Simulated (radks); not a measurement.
These are the eigenvalues of the occupied orbitals of an atom or ion with whole-number occupations (eV). Calculated with a radial shooting solver on a logarithmic mesh with Libxc functionals: non-relativistic Kohn-Sham, PBEsol, spin-polarised, spherical densities, point nucleus.

1s down: -18395.11
1s up: -18395.11
2s up: -2572.759
2s down: -2572.616
2p up: -2368.140
2p down: -2368.036
3s up: -466.6234
3s down: -466.5454
3p up: -388.8887
3p down: -388.7995
3d up: -246.7537
3d down: -246.6190
4s up: -100.8414
4s down: -100.0230
4p up: -78.7036
4p down: -77.8180
4d up: -44.3473

Which element is it, and in what charge state? The configuration may be excited. Open shells, if any, are filled with parallel spins first.

Answer. Z = 41, niobium, charge +4: Nb4+ in [Kr] 4d1. The list shows which subshells hold electrons but not how many an open one holds; the 1s level, -676.01 hartree, gives Z - s = 36.8 by -(Z - s)^2/2, which with screening narrows Z to a few neighbours, and the depths of the outer levels then fix element, charge and occupations together.
